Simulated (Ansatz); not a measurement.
Basis-set series for `[SiH3]NC[SiH2]Cl`. The species carries charge 0 and has multiplicity 1. Geometry: relaxed with PBE0-D4/def2-TZVP. It is one conformer, not always the lowest.

```tsv
functional	basis	functions	energy (Eh)	HOMO (eV)	LUMO (eV)
PBE0-D4	def2-SVP	122	-1136.00664	-6.88	0.36
PBE0-D4	def2-QZVPP	564	-1136.52198	-7.02	-0.26
ωB97M-V	def2-SVP	122	-1136.38554	-9.13	2.24
ωB97M-V	def2-QZVPP	564	-1136.90382	-9.29	1.18
```

Task: Give the rows for def2-TZVPP. (An estimate is asked.)

Result: Computed: 
```csv
functional,basis,functions,energy (Eh),HOMO (eV),LUMO (eV)
PBE0-D4,def2-TZVPP,300,-1136.48258,-6.99,-0.10
ωB97M-V,def2-TZVPP,300,-1136.86684,-9.27,1.55
```

Positive LUMOs are unbound and depend on the basis.
